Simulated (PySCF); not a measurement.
Constitutional and geometric isomers with formula C4H8Si. All species are isolated molecules in the gas phase. One relaxed conformer stands for each flexible species; it need not be the lowest. Strings in code marks are SMILES.

Calculation: PySCF 2.14.0 with PBE-D3(BJ)/def2-TZVP // B3LYP-D3(BJ)/def2-TZVP. All candidates: neutral, multiplicity 1. Excitations are Tamm–Dancoff values on a coarser integration grid. The basis has no diffuse functions, so Rydberg states are missing or too high.

```
Item                    Value
-------------------  --------
LUMO                 -1.17 eV
T1 excitation (TDA)   4.44 eV
HOMO                 -6.01 eV
```

Problem. Name which member has these values.
A) `C=C=[Si](C)C`
B) `CC[SiH]1C=C1` (C–C–Si–C torsion 25°)
C) `C=CC[SiH]=C` (C–C–C–Si torsion -104°, C–C–Si–C torsion -114°)
D) `C1CC12C[SiH2]2`

Solution. B, `CC[SiH]1C=C1` (C–C–Si–C torsion 25°). The others give `C1CC12C[SiH2]2`: -0.66 eV, 4.56 eV, -5.71 eV; `C=C=[Si](C)C`: -1.26 eV, 2.95 eV, -4.62 eV; `C=CC[SiH]=C` (C–C–C–Si torsion -104°, C–C–Si–C torsion -114°): -1.82 eV, 2.78 eV, -5.36 eV
